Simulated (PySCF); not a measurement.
PySCF input for Na(OH) (HNaO), SMILES [OH][Na], PBE0/pcJ-2. Geometry: ωB97X-D3(BJ)/def2-TZVPD. The isomer is the one that the SMILES or the coordinates give; other isomers of the formula were not compared.

```python
import numpy as np
from pyscf import gto, scf, dft
from pyscf.prop.ssc import rks as ssc

mol = gto.M(
    atom='''
    Na    0.00000000    0.00000000   -0.92386655
    O     0.00000000    0.00000000    1.02331020
    H     0.00000000    0.00000000    1.97605051
    ''',
    basis='pcJ-2',
    charge=0,
    spin=0,
    max_memory=1600,
    verbose=3,
)
mf = dft.RKS(mol, xc='pbe0')
mf.grids.level = 3
mf.conv_tol = 1e-10
mf.max_cycle = 100
mf.kernel()
j = ssc.SSC(mf)
j.with_fcsd = True
j.max_cycle_cphf = 80
j.conv_tol = 1e-7
e11 = j.kernel()
```

Log of the run:

```
converged SCF energy = -237.935447927875
Reduced spin-spin coupling constant K (Hz)
               #0        #1        #2
        0 Na   0.00000
        1 O   97.84659   0.00000
        2 H    5.89480  19.48839   0.00000
Spin-spin coupling constant J (Hz)
               #0        #1        #2
        0 Na   0.00000
        1 O  -109.57569   0.00000
        2 H   48.67691 -82.46029   0.00000
```

The calculation finished and met its thresholds.
